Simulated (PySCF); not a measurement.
F₃Sb, SMILES [F][Sb+]([F])[F], charge +1, multiplicity 2.

Coordinates come from a PBE0-D3(BJ)/def2-SVP optimisation. The def2 effective core potentials stand for the cores of Sb; spin–orbit coupling is left out.

Calculation: PySCF with r2SCAN/def2-TZVPD.

The molecule is in vacuum.

Q: Estimate the frontier levels, dipole moment and polarisability. (The exact figures need the calculation; the answer reports its results.)

A: 
- α spin, highest occupied and lowest empty level = -16.29 and -9.10 eV
- β spin, highest occupied and lowest empty level = -17.33 and -14.70 eV
- dipole moment about the centre of nuclear charge = 0.584 e·Å
- mean static polarisability = 34.3 bohr³ (5.08 Å³)
- polarisability, principal values = 27.9, 37.4, 37.4 bohr³
- ⟨S²⟩ = 0.756 (pure state 0.75)
